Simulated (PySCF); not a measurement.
# Polarisability and C₆ of Re (rhenium, neutral)

[Xe] 4f14 5d5 6s1 6p1, high-spin 8P determinant (an excited configuration). All numbers are calculated (PySCF 2.14, scalar relativity through the core potential, in aug-cc-pVTZ-PP with one added diffuse shell each of s, p, d, f, g type with ECP60MDF (7s7p6d4f3g, 113 functions)). Coupled (time-dependent) response in atomic units; α is the mean over directions.

| method | mean α (bohr³) | α xx, yy, zz | C₆ (like pair) | S(−4) |
| --- | --- | --- | --- | --- |
| UHF | 90.80 | 75.50, 121.4, 75.50 | 1103 | 4473 |
| PBE | 113.7 | 82.83, 175.4, 82.83 | 1362 | 10180 |

S(−4) is the Cauchy moment in α(ω) = α(0) + S(−4) ω² + …

Spin-orbit coupling is absent.

α(iu) at UHF:

```csv
u (hartree),α(iu) (bohr³)
0,90.80
0.0500,81.32
0.100,64.12
0.200,38.96
0.300,25.97
0.500,14.59
0.750,9.014
1.00,6.324
1.50,3.725
2.00,2.483
3.00,1.329
5.00,0.5549
```

A single London oscillator, α(iu) = α/(1 + u²/ω²), gives C₆ = (3/4) ω α². Matching the computed C₆ needs ω = 4 × 1103 / (3 × 90.80²) = 0.178 hartree.

The components differ because the open shell of this determinant is not spherical; for a pure term their mean is the scalar polarisability.

Energies and moments cover only the electrons outside the core potential. Spin-orbit coupling, absent here, splits the open shell strongly.
